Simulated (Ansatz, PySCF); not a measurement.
Isomers of C2H5NSi. All species are isolated molecules in the gas phase. One relaxed conformer stands for each flexible species; it need not be the lowest. Strings in code marks are SMILES.

Quantity: vertical ionisation energy (energy after one electron is removed minus that of the parent at the parent's geometry), in eV.

Level 1: frozen-core MP2/cc-pVTZ // B3LYP-D3(BJ)/def2-TZVP (Ansatz, an electronic-structure program)
Level 2: minus the HOMO energy of B3LYP-D3(BJ)/def2-TZVP (PySCF)
Level 3: minus the HOMO energy of PBE-D3(BJ)/def2-TZVP // B3LYP-D3(BJ)/def2-TZVP (PySCF)
Level 4: HF/cc-pVTZ // B3LYP-D3(BJ)/def2-TZVP (Ansatz)

```tsv
species	level 1	level 2	level 3	level 4
`C#C[SiH2]N`	10.25	7.39	6.22	8.73
`C1=[SiH]CN1`	7.31	5.29	4.60	6.11
`N#CC[SiH3]`	12.00	8.71	7.66	10.33
```
